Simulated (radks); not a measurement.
Problem. The mean radii <r> (bohr) of the occupied orbitals of an atom or ion are listed with their occupations. Calculated with a radial shooting solver on a logarithmic mesh with Libxc functionals: Dirac Kohn-Sham, BLYP, spin-unpolarised, spherical densities, point nucleus.

| orbital | occ. | <r> |
|---|---|---|
| 1s1/2 | 2 | 0.08571 |
| 2s1/2 | 2 | 0.4130 |
| 2p1/2 | 2 | 0.3733 |
| 2p3/2 | 4 | 0.3757 |
| 3s1/2 | 2 | 1.254 |
| 3p1/2 | 2 | 1.334 |

Name the element and its charge. Open shells, if any, fill j = l - 1/2 first.

Solution. Z = 18, argon, charge +4: Ar4+ in [Ne] 3s2 3p2. The 1s radius gives Z: for a bare nucleus <r> = (2 gamma + 1)/(2Z) with gamma = sqrt(1 - (Z/c)^2), 0.08285 bohr for Z = 18, and screening makes it slightly larger (0.08571 here). The occupations add up to 14, and the charge is Z minus that.
